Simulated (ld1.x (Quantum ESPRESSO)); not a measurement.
PBEsol TM dataset for cobalt, fully relativistic all-electron reference.

```json
{"Element": "cobalt", "Generator": "ld1.x (Quantum ESPRESSO) 7.5", "Type": "norm-conserving Troullier–Martins (Kleinman–Bylander form)", "Functional": "PBEsol", "Relativity": "fully relativistic", "Frozen core": "[Ar]", "Valence charge": "9", "Reference configuration": "3d7 4s1 4p0 (charge +1)", "Partial waves": "4s (bound): rc 1.78 bohr; 3d (bound): rc 1.62 bohr; 4p (bound, empty): rc 2.88 bohr", "Local potential": "the p channel", "Core correction": "a·sin(br)/r model core, default radius (core density twice the valence density)"}
```

Open shells are filled in proportion to 2j + 1 (rel_dist='average').

All-electron outer shells of the reference configuration (PBEsol, scalar-relativistic, ld1.x):

| shell | level (eV) | outermost node (bohr) | outermost maximum (bohr) |
| --- | --- | --- | --- |
| 3p | -74.35 | 0.28 | 0.68 |
| 3d | -16.99 | – | 0.66 |
| 4s | -12.76 | 0.96 | 2.21 |
| 4p | -7.42 | 1.04 | 2.73 |

(1) Estimate the cutoffs (Ry, on a coarse ladder) from which the occupation-weighted sum of valence levels, in a spherical-Bessel basis at the reference potential, stays within 10 and 1 mRy of its value at 400 Ry.

(2) What does a ghost test show?

(3) Which valence shell sets the plane-wave cutoff?

(4) Tests: 3d7 4s2 4p0; 3d7 4s0 4p0; 3d6 4s0 4p0; 3d5 4s0 4p0; 3d6 4s2 4p1; 3d7 4s0 4p2; 3d7 4s0 4p1. Which has the largest error in its energy relative to the reference configuration, and how large is it?

## Answers

(1) 100 Ry and 180 Ry.

(2) Ghost state, extra bound levels that the all-electron valence spectrum of the same l lacks: s at -108.7 eV. A true bound ghost makes a file unfit for plane-wave use.

(3) 3d: its level needs 110 Ry to come within 1 mRy, against 30 Ry for 4s.

(4) 3d5 4s0 4p0, with -2192 meV (all-electron minus pseudo) on +107.85 eV.
